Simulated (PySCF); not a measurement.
Bonds (- single, = double, # triple, : aromatic): O1=C2, C2-Si3, Si3-C4, C4-C5, C5:N6, N6:C7, C7:N8, N8:N9, N9:C5. C2 carries H10; Si3 carries H11, H12; C4 carries H13, H14; C7 carries H15; N9 carries H16.

- shielding tensors at PBE0/pcSseg-1 (GIAO)
- structure optimised with GFN2-xTB
- code: PySCF 2.14.0 with density-fitted response routines
- fast rotation and ring inversion assumed for equivalent nuclei, gas phase, a single conformation, no relativistic terms

δ = σ(ref) − σ, references computed at the same level: 13C (σref 186.93), 1H (σref 31.72), 29Si (σref 349.16) against TMS; 17O (σref 336.08) against H2O; NH3 for 15N (σref 267.73).

```csv
atoms,nucleus,count,Hirshfeld charge,δ (ppm)
H16,1H,1,0.13,11.31
N8,15N,1,-0.17,333.6
C4,13C,1,-0.15,?
H11/H12,1H,2,-0.06,4.43
N6,15N,1,-0.23,287.6
H13/H14,1H,2,0.06,?
C2,13C,1,0.06,?
C5,13C,1,0.09,155.6
H10,1H,1,0.04,12.39
N9,15N,1,-0.02,234.1
C7,13C,1,0.02,155.2
H15,1H,1,0.06,7.72
Si3,29Si,1,0.35,-53.5
O1,17O,1,-0.18,?
```

Estimate the values marked ?.

Results:


- C2: 252.8 ppm, carbonyl carbon
- C4: 9.6 ppm, sp3 CH2 bonded to Si, on an aromatic ring; an electropositive neighbour leaves it electron-rich and shielded
- H13/H14: 2.66 ppm, hydrogen on an sp3 CH2 bonded to Si, on an aromatic ring; benzylic-type position, deshielded by the ring
- O1: 900.7 ppm, carbonyl oxygen

The OH or NH signal is concentration- and solvent-dependent in practice; the value given is the gas-phase one. Shifts are as computed. Against solution values, carbons near 30 ppm lie about +3 ppm off and those near 130 ppm about +5 ppm. Of 1309 compounds with measured shifts, 239 miss one by over three times the rms of a fit or turn the order of signals round; such compounds aren't used in these exercises. Unscaled 17O shifts of doubly bonded oxygen tend to come out too high, by tens of ppm or more. Experimental scales use liquid or dissolved standards, which lie at an offset from isolated NH3 (liquid NH3: subtract about 20 ppm) and H2O (liquid H2O: subtract about 36 ppm). Unscaled 15N shifts of sp2 nitrogen come out 20 to 40 ppm too high even then.
